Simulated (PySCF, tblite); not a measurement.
Isomers of C7H9ClSi, one GFN2-xTB conformer each. Single-point energies are computed at PBE0/pcSseg-1 (PySCF, gas phase, no added dispersion term), electronic only.

| SMILES | GFN2-xTB relative energy (kcal/mol) |
| --- | --- |
| C#C[C@@H]1C=C[C@H](Cl)[C@H]1[SiH3] | 11.0 |
| C[C@@H]1[SiH2]C=C1C#CCCl | 28.6 |
| C#C[C@@H]1C=C[C@@H](Cl)[SiH2]C1 | 17.7 |
| C=C(C)C1=CC=C(Cl)[SiH2]1 | 0.0 |

Conformers: `[CH:1]#[C:2][C@@H:3]1[CH:4]=[CH:5][C@H:6]([Cl:7])[C@H:8]1[SiH3:9]` with C2–C3–C4–C5 -134°, C4–C5–C6–Cl7 133°, C5–C6–C8–Si9 -144°, C2–C3–C8–C6 141°; `[CH:1]#[C:2][C@@H:3]1[CH:4]=[CH:5][C@@H:6]([Cl:7])[SiH2:8][CH2:9]1` with C2–C3–C4–C5 -179°, C4–C5–C6–Cl7 -73°, C5–C6–Si8–C9 -31°, C6–Si8–C9–C3 -15°; `[CH2:1]=[C:2]([CH3:3])[C:4]1=[CH:5][CH:6]=[C:7]([Cl:8])[SiH2:9]1` with C1–C2–C4–C5 179°.

What does PBE0/pcSseg-1 give for the same structures?

```
                            SMILES  PBE0/pcSseg-1 E (Eh)  PBE0/pcSseg-1 (kcal/mol)  GFN2-xTB (kcal/mol)  point group
          C=C(C)C1=CC=C(Cl)[SiH2]1           -1021.13342                       0.0                  0.0           Cs
   C#C[C@@H]1C=C[C@@H](Cl)[SiH2]C1           -1021.09372                      24.9                 17.7           C1
C#C[C@@H]1C=C[C@H](Cl)[C@H]1[SiH3]           -1021.08497                      30.4                 11.0           C1
          C[C@@H]1[SiH2]C=C1C#CCCl           -1021.07876                      34.3                 28.6           C1
```

Both levels put the same isomer lowest; measured from each level's own lowest isomer, the values differ by up to 19.4 kcal/mol (C#C[C@@H]1C=C[C@H](Cl)[C@H]1[SiH3]: 11.0 against 30.4). As drawn, the highest has a four-membered ring and a C≡C bond, which the lowest lacks.

Which frontier levels, dipoles and rotational constants go with these structures?

```csv
SMILES,"HOMO (eV, PBE0/pcSseg-1)",LUMO (eV),dipole (D),"A, B, C (MHz)"
C=C(C)C1=CC=C(Cl)[SiH2]1,-6.14,-2.01,1.96,"3179, 610.0, 516.6"
C#C[C@@H]1C=C[C@@H](Cl)[SiH2]C1,-7.54,-0.85,1.89,"1911, 813.2, 711.2"
C#C[C@@H]1C=C[C@H](Cl)[C@H]1[SiH3],-7.81,-0.42,1.86,"1429, 902.7, 678.9"
C[C@@H]1[SiH2]C=C1C#CCCl,-7.09,-1.21,1.50,"3094, 435.8, 392.2"
```

What happens when harmonic zero-point energies from GFN2-xTB frequencies are added?

| SMILES | ZPE (kcal/mol) | electronic (kcal/mol) | with ZPE (kcal/mol) |
| --- | --- | --- | --- |
| C=C(C)C1=CC=C(Cl)[SiH2]1 | 81.8 | 0.0 | 0.0 |
| C#C[C@@H]1C=C[C@@H](Cl)[SiH2]C1 | 81.8 | 24.9 | 25.0 |
| C#C[C@@H]1C=C[C@H](Cl)[C@H]1[SiH3] | 80.0 | 30.4 | 28.6 |
| C[C@@H]1[SiH2]C=C1C#CCCl | 81.1 | 34.3 | 33.6 |

The zero-point energies span 1.8 kcal/mol. The order is unchanged.
